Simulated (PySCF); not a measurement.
Working out the excitation energy of Al⁺

Al⁺ [Ne] 3s2 (1S) → Al⁺ [Ne] 3p2 (3P). Computed with PySCF 2.14 in x2c-TZVPPall (5s5p3d1f, 42 functions), with the spin-free X2C one-electron Hamiltonian (Gaussian nucleus). Frozen: [Ne]. Energies in hartree (1 hartree = 27.21139 eV):

| part | Al⁺ (lower) | Al⁺ (upper) |
| --- | --- | --- |
| UHF | -242.104750 | -241.709839 |
| CCSD correlation | -0.039191 | -0.009479 |
| (T) | 0.000000 | 0.000000 |

**Question.** What does Hartree-Fock give?

**Answer.** (-241.709839) − (-242.104750) = 0.394911 hartree = 10.746 eV.

**Question.** What do CCSD and CCSD(T) give?

**Answer.** The CCSD correlation energies differ by 0.029712 hartree = 0.809 eV and the triples by 0.000000 hartree = 0.000 eV, so CCSD gives 11.555 eV and CCSD(T) 11.555 eV.

Measured between the centres of the two terms (NIST): 11.680 eV, so CCSD(T) (valence) is off by -0.125 eV.

What remains against the reference includes basis incompleteness, the frozen core and higher excitations.
